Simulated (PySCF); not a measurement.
Molecule: `[Li][C]#CC#N`, C3LiN.

Numbering as in the mapped SMILES `[Li:1][C:2]#[C:3][C:4]#[N:5]`.

Spin–spin couplings on one PBE0-D3(BJ)/def2-SVP geometry, PySCF, gas phase, non-relativistic, equivalent pairs averaged; isotopes ¹³C, ⁷Li, ¹⁵N; functional B3LYP.

How do the couplings (Hz) change with the basis set? Times are CPU seconds on shared hosts with different chips, so compare them loosely. Far from the basis limit: pcJ-0, 6-31G*, def2-TZVP, cc-pVTZ.

Answers


| basis set | functions | ¹J(C3,C4) | ¹J(Li1,C2) | ¹J(C2,C3) | ¹J(C4,N5) | ²J(Li1,C3) | ²J(C2,C4) | ²J(C3,N5) | core-s |
| --- | --- | --- | --- | --- | --- | --- | --- | --- | --- |
| pcJ-0 | 59 | 121.5 | 118.7 | 96.0 | 2.2 | 16.5 | -11.3 | 7.7 | 2.1 |
| 6-31G* | 70 | 150.2 | 110.9 | 109.7 | -22.8 | 18.1 | 1.8 | 6.6 | 3.7 |
| pcJ-1 | 119 | 150.3 | 95.6 | 121.2 | -22.4 | 18.7 | 7.2 | 6.1 | 8.3 |
| def2-TZVP | 138 | 150.7 | 100.2 | 110.6 | -19.0 | 20.7 | 9.0 | 6.1 | 5.7 |
| cc-pVTZ | 150 | 159.1 | 92.2 | 192.1 | -40.3 | 21.2 | 8.8 | 5.4 | 6.4 |
| pcJ-2 | 221 | 144.5 | 99.9 | 111.2 | -20.7 | 19.6 | 8.1 | 6.5 | 12 |

The Fermi-contact term samples the wavefunction at the nucleus, which is why sets with added tight s functions (names with J) are made for couplings.
